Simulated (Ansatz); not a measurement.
`C#C[SiH2][CH](F)[AlH2]` and `F[CH]([AlH2])[SiH2][SiH3]` differ in one atom or group.

Ansatz, PBE0-D4/def2-TZVP geometries, multiplicity 1. Each molecule was computed in one conformer, which needn't be the lowest.

| property | `C#C[SiH2][CH](F)[AlH2]` |
| --- | --- |
| LUMO energy (B3LYP/def2-TZVPP) / eV | -1.34 |
| HOMO energy (B3LYP/def2-TZVPP) / eV | -7.03 |
| size of the dipole moment (PBE/def2-TZVPP) / D | 1.99 |
| HOMO energy (PBE0/def2-TZVPP) / eV | -7.24 |
| size of the dipole moment (ωB97M-V/def2-TZVPP) / D | 2.26 |
| HOMO–LUMO gap (ωB97M-V/def2-TZVPP) / eV | 10.22 |

Problem. Give the same properties after the change, and the shifts. (Estimate.)

Solution. Ansatz gave: 
```tsv
property	`F[CH]([AlH2])[SiH2][SiH3]`	shift
LUMO energy (B3LYP/def2-TZVPP) / eV	-1.96	-0.62
HOMO energy (B3LYP/def2-TZVPP) / eV	-7.47	-0.44
size of the dipole moment (PBE/def2-TZVPP) / D	1.16	-0.83
HOMO energy (PBE0/def2-TZVPP) / eV	-7.68	-0.44
size of the dipole moment (ωB97M-V/def2-TZVPP) / D	1.31	-0.95
HOMO–LUMO gap (ωB97M-V/def2-TZVPP) / eV	9.71	-0.51
```

With PBE0 the HOMO falls by 0.44 eV and the LUMO falls by 0.59 eV, so the gap narrows by about 0.15 eV. PBE moves the HOMO by -0.40 eV and ωB97M-V by -0.43 eV. Dipoles are sizes alone; their direction can turn.

B3LYP here is the variant with VWN-RPA as its local correlation; programs differ in this.
